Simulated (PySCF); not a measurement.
**C₆ coefficients of unlike pairs at PBE**

Calculated with PySCF 2.14 from the dipole response of each species, C₆(A,B) = (3/π) ∫ α_A(iu) α_B(iu) du, in atomic units, from isotropic polarisabilities. For ions this is the dispersion term alone; charge-induced terms of lower order in 1/R come first.

```json
{"species": "Os²⁺", "configuration": "[Xe] 4f14 5d6 (5D)", "basis": "aug-cc-pVQZ-PP with ECP60MDF (7s7p6d4f3g2h)", "relativity": "core potential", "α (bohr³)": "11.70", "C₆ (like pair)": "74.47"}
{"species": "Zn", "configuration": "[Ar] 3d10 4s2 (1S)", "basis": "x2c-TZVPPall with one added diffuse shell each of s, p, d, f type (7s6p5d3f1g)", "relativity": "spin-free X2C", "α (bohr³)": "37.45", "C₆ (like pair)": "268.3"}
{"species": "P²⁺", "configuration": "[Ne] 3s2 3p1 (2P)", "basis": "aug-cc-pV(Q+d)Z with one added diffuse shell each of s, p, d, f, g type (8s7p6d4f3g)", "relativity": "none", "α (bohr³)": "9.200", "C₆ (like pair)": "33.12"}
{"species": "Se³⁺", "configuration": "[Ar] 3d10 4s2 4p1 (2P)", "basis": "aug-cc-pVTZ-PP with ECP10MDF (6s5p4d2f)", "relativity": "core potential", "α (bohr³)": "6.481", "C₆ (like pair)": "21.89"}
```

(1) Estimate C₆ for Zn with Os²⁺.

No spin-orbit coupling is included.

The other pairs:

```tsv
pair	C₆
P²⁺, Os²⁺	48.38
P²⁺, Zn	90.17
Se³⁺, P²⁺	26.66
Se³⁺, Os²⁺	40.12
Se³⁺, Zn	70.18
```

## Answers

(1) The integral gives 126.7. The combination rule 2 C_A C_B / (C_A α_B/α_A + C_B α_A/α_B) gives 124.1 and the geometric mean 141.4.
